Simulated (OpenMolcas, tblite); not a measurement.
## A ladder of methods for CH6AlFSi (SMILES C[SiH2][AlH][F])

CH6AlFSi: 10 atoms, total charge 0, spin state singlet. SMILES: `C[SiH2][AlH][F]`. The coordinates come from a PBE0-D4/def2-TZVP relaxation. This is one conformer, not always the lowest.

```xyz
10

C     0.2093    1.5221   -0.5497
Si   -0.4873    0.1857    0.5781
Al    0.3205   -2.0619    0.0185
F    -0.2713   -3.3244    0.9101
H    -0.1710    2.5049   -0.2628
H    -0.0699    1.3408   -1.5899
H     1.2998    1.5511   -0.4953
H    -1.9787    0.1980    0.5096
H    -0.1292    0.4904    1.9955
H     1.3611   -2.4579   -1.1110
```

Quantity: the vertical energy of the triplet above the singlet, in eV. The values are calculated.

```tsv
level	kind	program	value (eV)	less CCSD(T)/6-31G*
IPEA1-xTB	semi-empirical	tblite	4.35	+0.07
HF/6-31G* (spherical functions)	Hartree–Fock	OpenMolcas	4.15	-0.13
SVWN5/6-31G* (spherical functions)	LDA	OpenMolcas	3.87	-0.41
BLYP/6-31G* (spherical functions)	GGA	OpenMolcas	3.93	-0.35
M06-L/6-31G* (spherical functions)	meta-GGA	OpenMolcas	4.22	-0.06
r2SCAN/6-31G* (spherical functions)	meta-GGA	OpenMolcas	3.88	-0.40
B3LYP/6-31G* (spherical functions)	global hybrid	OpenMolcas	4.14	-0.14
CCSD(T)/6-31G* (spherical functions), open shells restricted	coupled cluster or CI	OpenMolcas	4.28	0.00
```

CCSD(T)/6-31G* (spherical functions), open shells restricted is the highest level here, not the true value. The values span 3.87 to 4.35 eV.
